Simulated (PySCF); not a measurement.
BiH5Si, SMILES [SiH3][BiH2].

The structure is a stationary point at B3LYP-D3(BJ)/def2-TZVP. The def2 effective core potentials stand for the cores of Bi; spin–orbit coupling is left out.

All values below come from TDA-LC-ωPBE/def2-SVPD in PySCF.

Vertical excitations. Gas-phase values at a fixed geometry. State labels are in the subgroup Cs.

Question: Give excitation energies, oscillator strengths and character. (An estimate is asked for; the answer gives what the named calculation found.)

Answer: 
```csv
state,symmetry,energy (eV),λ (nm),f,main pairs
S1,A",6.01,206,0.013,HOMO→LUMO+2 96 %
S2,A',6.08,204,0.040,HOMO→LUMO+1 90 %
S3,A',6.38,194,0.449,"HOMO→LUMO 71 %, HOMO−1→LUMO 18 %"
S4,A',7.22,172,0.188,"HOMO−1→LUMO+1 63 %, HOMO−1→LUMO 13 %"
S5,A",7.27,171,0.022,"HOMO−1→LUMO+2 67 %, HOMO−2→LUMO+1 13 %"
S6,A',7.28,170,0.533,"HOMO−1→LUMO 52 %, HOMO−1→LUMO+1 21 %, HOMO→LUMO 9 %"
S7,A',7.50,165,0.109,"HOMO→LUMO+3 56 %, HOMO→LUMO+5 20 %"
S8,A",7.52,165,0.030,"HOMO→LUMO+4 70 %, HOMO−2→LUMO 14 %"
S9,A",7.95,156,0.019,HOMO−2→LUMO 74 %
S10,A',8.37,148,0.002,"HOMO→LUMO+5 56 %, HOMO→LUMO+7 13 %"
T1,A',4.73,262,0,"HOMO→LUMO 73 %, HOMO→LUMO+1 13 %"
T2,A",5.19,239,0,"HOMO→LUMO+2 76 %, HOMO−1→LUMO+2 15 %"
T3,A',5.46,227,0,"HOMO→LUMO+1 54 %, HOMO−1→LUMO+1 14 %, HOMO→LUMO 10 %"
T4,A",6.04,205,0,"HOMO−1→LUMO+2 59 %, HOMO→LUMO+2 18 %"
```
Triplets are in the Tamm–Dancoff approximation.
